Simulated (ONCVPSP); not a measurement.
**LDA (Perdew-Zunger) ONCV dataset for iridium (Ir), scalar-relativistic all-electron reference.**

iridium, optimised norm-conserving Vanderbilt (ONCV), made with ONCVPSP 4.0.1 (LDA (Perdew-Zunger), scalar-relativistic). Core [Kr] 4d10, reference 4f14 5s2 5p6 5d7 (charge +2). Waves: 5s: rc 1.70 bohr, ncon 4, nbas 7, qcut 6.3 1/bohr, 2 projectors, debl 0.5 Ha; 5p: rc 1.35 bohr, ncon 4, nbas 8, qcut 9.7 1/bohr, 2 projectors, debl 1.2 Ha; 5d: rc 1.50 bohr, ncon 5, nbas 8, qcut 7 1/bohr, 3 projectors, debl 2.6 Ha; 4f: rc 0.55 bohr, ncon 5, nbas 9, qcut 27.1 1/bohr, 3 projectors, debl 3.1 Ha. Local part: polynomial inside 0.55 bohr (lpopt 5, dvloc0 3 Ha). Core correction: none.

In the s channel the program set the typed energies aside and used -4.266, 0.050 Ha. In the p channel the program set the typed energies aside and used -2.673, 0.250 Ha.

All-electron outer shells of the reference configuration (LDA (Perdew-Zunger), scalar-relativistic, ld1.x):

```tsv
shell	level (eV)	outermost node (bohr)	outermost maximum (bohr)
5s	-116.09	0.50	0.89
4f	-80.33	–	0.39
5p	-72.73	0.54	1.01
5d	-24.71	0.59	1.29
```

Calculated quality:

| Item | Value |
| --- | --- |
| Cutoffs needed | 627 Ha and 1078 Ha (the cutoffs (Ha) at which the residual kinetic energy of the hardest occupied pseudo-wave falls to 1 and 0.1 mHa per electron) |
| Ghost test | ghosts flagged at negative energy: s at -859.8 eV, p at -384.5 eV; GHOST(+) flagged for d at 240.5 eV, f at 257.6 eV; a true bound ghost makes a file unfit for plane-wave use |
| Largest excitation error | +9.1 meV (all-electron minus pseudo) for 4f14 5s2 5p6 5d7.5 6s1.5, out of 4 test configurations |

Generation and tests took about 8.3 s on one core of a shared server CPU.
